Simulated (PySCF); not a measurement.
# Computed structure and properties of [Dy(H2O)7]3+

System: [Dy(H2O)7]3+ (singlet in the valence; each metal's 4f electrons, 9 of them, lie in its core potential, out of spins and levels); start: template (C2v). Method: PySCF 2.14.0, RKS BP86, Dy lcecp-1-SVP with ECP55, O def2-SVP, H def2-SVP; non-relativistic Hamiltonian with scalar-relativistic core potentials where named; density fitting; no spin-orbit coupling.

Input of the relaxation:

```python
mol = gto.M(atom='''
Dy    -0.00000    -0.00000     0.00000
O     -0.00000     0.00000     2.46750
H      0.77000     0.00000     3.05750
H     -0.77000     0.00000     3.05750
O     -0.00000    -0.00000    -2.46750
H      0.77000    -0.00000    -3.05750
H     -0.77000    -0.00000    -3.05750
O      2.46750    -0.00000     0.00000
H      3.05750     0.00000     0.77000
H      3.05750    -0.00000    -0.77000
O      0.76250     2.34670    -0.00000
H      0.94480     2.90790     0.77000
H      0.94480     2.90790    -0.77000
O     -1.99620     1.45040    -0.00000
H     -2.47360     1.79720     0.77000
H     -2.47360     1.79720    -0.77000
O     -1.99620    -1.45040     0.00000
H     -2.47360    -1.79720     0.77000
H     -2.47360    -1.79720    -0.77000
O      0.76250    -2.34670     0.00000
H      0.94480    -2.90790     0.77000
H      0.94480    -2.90790    -0.77000''',
    basis={'Dy': 'lcecp-1-SVP', 'O': 'def2-SVP', 'H': 'def2-SVP'},
    ecp={'Dy': 'lcecp-1-SVP'},
    charge=3, spin=0)
mf = dft.RKS(mol, xc='B88,P86')
mf.grids.atom_grid = (50, 194)  # f atoms: unpruned, at least (60, 302)
mf = mf.density_fit()  # fitting sets: Dy AutoAux, O def2-universal-JKFIT, H def2-universal-JKFIT
mf.conv_tol = 1e-08; mf.max_cycle = 55
mf.kernel(dm0)  # dm0: converged density of the start geometry
# quasi-Newton relaxation in Cartesian coordinates to a largest gradient under 0.00045 Eh/bohr, steps kept in the point group
```

Run from Python with OMP_NUM_THREADS=4; the lines above give its settings. Where DIIS fails, smearing, a level shift and second-order steps follow.
It took 5.6 min on 4 threads of Intel(R) Xeon(R) Processor @ 2.50GHz (Skylake/Cascade Lake) (shared host), from the converged density of the start.

Course of the relaxation:

| step | energy above end (eV) | largest force component within the symmetry (eV/Å) |
| --- | --- | --- |
| 0 | 0.1384 | 1.540 |
| 1 | 0.0312 | 0.348 |
| 2 | 0.0132 | 0.097 |
| 3 | 0.0025 | 0.096 |
| 4 | 0.0005 | 0.054 |
| 5 | 0.0000 | 0.011 |
| 6 | 0.0000 | 0.005 |

Relaxed geometry (C2v):

```xyz
22

Dy    0.0000    0.0000    0.0000
O    -0.0027    0.0000    2.3834
H     0.7697    0.0000    2.9987
H    -0.7768    0.0000    2.9965
O    -0.0027    0.0000   -2.3834
H     0.7697    0.0000   -2.9987
H    -0.7768    0.0000   -2.9965
O     2.4482    0.0000    0.0000
H     3.0615    0.0000    0.7698
H     3.0615    0.0000   -0.7698
O     0.7511    2.3131    0.0000
H     0.9187    2.8965    0.7746
H     0.9187    2.8965   -0.7746
O    -1.9747    1.4368    0.0000
H    -2.4449    1.8267    0.7718
H    -2.4449    1.8267   -0.7718
O    -1.9747   -1.4368    0.0000
H    -2.4449   -1.8267    0.7718
H    -2.4449   -1.8267   -0.7718
O     0.7511   -2.3131    0.0000
H     0.9187   -2.8965    0.7746
H     0.9187   -2.8965   -0.7746
```

| contact | Å |
| --- | --- |
| Dy1–O2 (H2O) | 2.383 |
| Dy1–O5 (H2O) | 2.383 |
| Dy1–O8 (H2O) | 2.448 |
| Dy1–O11 (H2O) | 2.432 |
| Dy1–O14 (H2O) | 2.442 |
| Dy1–O17 (H2O) | 2.442 |
| Dy1–O20 (H2O) | 2.432 |

On the finer grid (75, 302):

```yaml
HOMO: -18.93 eV
LUMO: -13.87 eV
Dipole_about_the_centre_of_mass: 0.02 D
Set_of_Mulliken_populations_of_Dy1_outside_the_core_potential: s 2.30, p 6.49, d 1.22, f 0.05
D3_BJ_dispersion_energy_not_in_the_energies: -0.774 eV
```

```
atom  Mulliken (e)  Löwdin (e)  spin (e)
 Dy1          0.94        0.60      0.00
  O2         -0.28        0.01      0.00
  H3          0.29        0.18      0.00
  H4          0.29        0.18      0.00
  O5         -0.28        0.01      0.00
  H6          0.29        0.18      0.00
  H7          0.29        0.18      0.00
  O8         -0.27       -0.01      0.00
  H9          0.28        0.17      0.00
 H10          0.28        0.17      0.00
 O11         -0.26        0.00      0.00
 H12          0.28        0.17      0.00
 H13          0.28        0.17      0.00
 O14         -0.26        0.00      0.00
 H15          0.28        0.17      0.00
 H16          0.28        0.17      0.00
 O17         -0.26        0.00      0.00
 H18          0.28        0.17      0.00
 H19          0.28        0.17      0.00
 O20         -0.26        0.00      0.00
 H21          0.28        0.17      0.00
 H22          0.28        0.17      0.00
```

The 4f levels lie in the core potential and are missing. Their spin isn't counted.

No frequency check is given for this geometry.

Taking off one H2O (charge 0, singlet; the rest: singlet) in vacuum, both parts rigid, costs 2.48 eV; the small basis without counterpoise inflates it. Parting with an electron moved from the ligand to the metal can be far cheaper, even downhill.

Rigid scan of H2O along the line from its metal:

```
distance to O2 (Å)  energy (eV)
              2.08        0.438
              2.18        0.165
              2.28        0.035
              2.38        0.000
              2.48        0.026
              2.58        0.090
              2.78        0.278
```

One start shape was tried, so this needn't be the lowest isomer.

An lcecp potential fixes the number of 4f electrons, so in runs with it no electron can move into or out of that shell.
